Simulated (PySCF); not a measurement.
An excited-state job on F4Se6Si4.

Method: TDDFT PBE0/def2-SVPD, vertical, gas phase, core orbitals frozen in the response (PySCF 2.14.0, density-fitted response routines). Geometry: PBE0-D3(BJ)/def2-SVP. The input is one job of a driver script: a line of settings, then coordinates in Å.

Command:
```bash
OMP_NUM_THREADS=2 python probes_run.py task.json out
```

Input:
```
{"job": {"kind": "uv", "xc": "PBE0", "basis": "def2-SVPD", "ip": true, "nstates": 10}, "charge": 0, "multiplicity": 1}
Si     1.868629    -0.724126    -0.633065
F      3.304710    -1.277058    -1.127169
Se     0.698126    -0.462853    -2.559248
Si    -1.245446     0.296734    -1.665006
F     -2.203320     0.525354    -2.946461
Se    -2.365649    -1.237091    -0.420089
Si    -0.885462    -1.405465     1.292488
F     -1.571273    -2.483069     2.282547
Se     1.098612    -2.361574     0.737144
Se    -0.689593     0.461368     2.569644
Si     0.256298     1.820657     1.016340
F      0.456452     3.223479     1.793394
Se     2.362987     1.223910     0.423463
Se    -1.104490     2.355914    -0.720763
```

Task: What does the run print?

Result: 
```
coarse grid: 90840 points
cycle   1  E = -15962.1288310452  dE = -2.916e+00  |g| = 1.091e+00  |ddm| = 7.402e+00
cycle   2  E = -15961.4972446463  dE =  6.316e-01  |g| = 2.078e+00  |ddm| = 4.445e+00
cycle   3  E = -15962.3661635735  dE = -8.689e-01  |g| = 1.492e-01  |ddm| = 2.916e+00
cycle   4  E = -15962.3707403480  dE = -4.577e-03  |g| = 4.924e-02  |ddm| = 4.442e-01
cycle   5  E = -15962.3713289093  dE = -5.886e-04  |g| = 2.499e-02  |ddm| = 1.456e-01
cycle   6  E = -15962.3714931216  dE = -1.642e-04  |g| = 1.976e-03  |ddm| = 4.649e-02
cycle   7  E = -15962.3714937133  dE = -5.917e-07  |g| = 6.102e-04  |ddm| = 4.251e-03
final grid: 172568 points
cycle   8  E = -15962.3711869801  dE = -6.116e-07  |g| = 6.184e-04  |ddm| = 1.662e-02
cycle   9  E = -15962.3711869839  dE = -3.780e-09  |g| = 6.362e-04  |ddm| = 2.536e-03
cycle  10  E = -15962.3711870352  dE = -5.125e-08  |g| = 9.686e-05  |ddm| = 9.006e-04
cycle  11  E = -15962.3711870367  dE = -1.492e-09  |g| = 2.092e-05  |ddm| = 1.317e-04
cycle  12  E = -15962.3711870367  dE = -5.457e-11  |g| = 7.689e-06  |ddm| = 5.619e-05
converged SCF energy = -15962.3711870367

Static polarisability (au): isotropic 241.142, principal 240.895 241.087 241.445

Singlet excitations
state   eV       nm        f      main configurations
  1   3.3434    370.8   0.00000   H->L 0.99
  2   3.3496    370.1   0.00000   H-1->L 0.98
  3   3.3537    369.7   0.00000   H-2->L 0.99
  4   4.1952    295.5   0.00497   H-3->L 0.96
  5   4.1982    295.3   0.00494   H-4->L 0.96
  6   4.2053    294.8   0.00502   H-5->L 0.97
  7   4.3421    285.5   0.00000   H-1->L+2 0.25, H->L+3 0.18, H-2->L+1 0.16
  8   4.4556    278.3   0.00000   H-1->L+1 0.38, H->L+2 0.34, H-2->L+2 0.12
  9   4.4574    278.2   0.00000   H->L+3 0.46, H-2->L+1 0.40
 10   4.4617    277.9   0.00000   H-1->L+3 0.37, H-2->L+2 0.30, H->L+2 0.13

Triplet excitations (Tamm-Dancoff, eV): 3.2600 3.2661 3.2701 4.0223
Vertical ionisation energy (delta-SCF) = 9.0174 eV
Vertical electron affinity (delta-SCF) = 1.8656 eV
```

The SCF starts on a coarse grid where the log names one; the energy can jump when the final grid takes over, and dE then counts from the start density on the new grid. H and L stand for HOMO and LUMO; the number after each pair is its weight.

Task: Give the mean polarisability as a volume in Å³, and the ratio of the largest to the smallest principal value.

Result: 241.142 au × 0.148185 = 35.73 Å³; 241.445/240.895 = 1.00.

In short: HOMO -7.60 eV, LUMO -3.11 eV; lowest singlet 3.34 eV; lowest triplet 3.26 eV (Tamm–Dancoff); mean polarisability 241.1 au.

 Relativistic effects, spin–orbit coupling among them, are left out although an element past zinc is present.

Hardware: 2 threads, Intel Xeon Platinum 8488C (x86_64), shared host with 96 logical CPUs at a one-minute load of 31. Cost: 12 min wall, 26 min CPU (grids of density and orbitals included), 4.0 GiB resident at most.

One conformer stands for the species.
Labels such as C1 count atoms from 1, the log's own numbers from 0.
